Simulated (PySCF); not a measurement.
## How methods differ on the excitation energy of Tl⁺

Tl⁺ [Xe] 4f14 5d10 6s2 (1S) → Tl⁺ [Xe] 4f14 5d10 6s1 6p1, s spin flipped, as a difference of total energies. All numbers are calculated (PySCF 2.14, a scalar-relativistic core potential, in aug-cc-pwCVDZ-PP with ECP60MDF (6s5p4d1f, 48 functions)). Correlated levels: valence: 5s2 5p6 5d10 frozen. The calculations carry no spin-orbit coupling.

| method | excitation energy (eV) |
| --- | --- |
| UHF | 7.432 |
| MP2 (valence) | 7.529 |
| SCS-MP2 (valence) | 7.548 |

How much does correlation contribute at MP2 (valence)?

7.529 − (7.432) = 0.097 eV, measured against UHF.

The upper determinant mixes two multiplicities, so it lies between the two terms.

The coupled-cluster amplitudes are large for the upper state (T1 above 0.03 or a double amplitude above 0.15), so a single reference is strained.
